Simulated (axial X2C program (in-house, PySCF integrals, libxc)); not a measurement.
# Worked dissociation energy of NaTe: MP2, spin-free

Computed with an axial X2C code built on PySCF integrals. Spin-free means the one-electron spin-free X2C Hamiltonian. Basis: Te dyall-cv3z [11s12p8d4f1g], Na dyall-cv3z [9s8p5d2f] (cores contracted in-house); Gaussian nuclei, density fitting, unrestricted open shells. Masses: Te 129.906 u, Na 22.990 u.

Molecular state: M_S = 1/2, Λ = 1 (beyond evenly filled blocks: π+α, π+β, π-α).

Correlated methods: 7 electrons correlated (number of frozen shells: Te 4 s, 3 p, 2 d; Na 2 s, 1 p), 269 virtual spin orbitals or spinors in MP2.

```
E(Te) (2M_S = 2, M_L = 0) : -6791.035397 hartree
E(Na) (2M_S = 1, M_L = 0) : -162.068096 hartree
E(NaTe) at Re             : -6953.177674 hartree
ωe                        : 233.4 cm⁻¹
ωexe                      : 0.762 cm⁻¹
```

Problem. Work out De and D0.

Solution. De = -6791.035397 + (-162.068096) − (-6953.177674) = 0.07418 hartree = 2.019 eV. The zero-point energy is ωe/2 − ωexe/4 = 116 cm⁻¹ = 0.014 eV, so D0 = 2.004 eV.

The state is one determinant whose occupation by symmetry is held fixed; it was picked as the lowest of a PBE0 search that is not exhaustive. Dissociation energies refer to the lowest single-determinant-based atoms at the same level and basis. With the outer-core shells frozen, correlated bond lengths of heavy atoms tend to come out a few hundredths of an ångström too long. Spin-free De lacks the spin–orbit lowering of the heavy p-block atom, a tenth of an eV or more for 4p and 5p, up to an eV for 6p and one to two eV for 7p atoms, less what an open-shell molecule gains itself.

Each atomic determinant is the lowest at this level and need not be a pure term. Totals compare only within one Hamiltonian and basis.
